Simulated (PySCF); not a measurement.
```xyz
3
charge 0 multiplicity 1, angstrom
Tl   -0.5439    0.0000    0.0000
O    -2.4106    0.0000    0.0000
Br    1.9019    0.0000    0.0000
```

Method: PBE0/[Tl def2-TZVP with ECP60, O def2-TZVP, Br def2-TZVP], scalar-relativistic core potentials, density fitting, no spin–orbit coupling, PySCF.

This geometry of TlOBr is a stationary point at this level.

(1) What is the point group?

(2) Is it a minimum?

(3) List the harmonic modes with their infrared intensities.

(4) Give the ideal-gas entropy at 298.15 K and 1 bar by parts.

(5) What is the atomisation energy, with and without zero-point energy?

## Answers

(1) C∞v.

(2) Yes: all harmonic wavenumbers are real.

(3) 
```csv
symmetry,ω (cm⁻¹),"IR (km/mol, summed over degenerate members)"
π,121,33.3
σ+,244,12.7
σ+,751,46.3
```

(4) translation 180.0, rotation 79.8, vibration 34.2, spin 0.0; total 294.0 J/(mol K).

(5) 520 kJ/mol without, 513 kJ/mol with.

This need not be the most stable arrangement of these atoms. No spin–orbit coupling is included, which matters more the heavier the element.
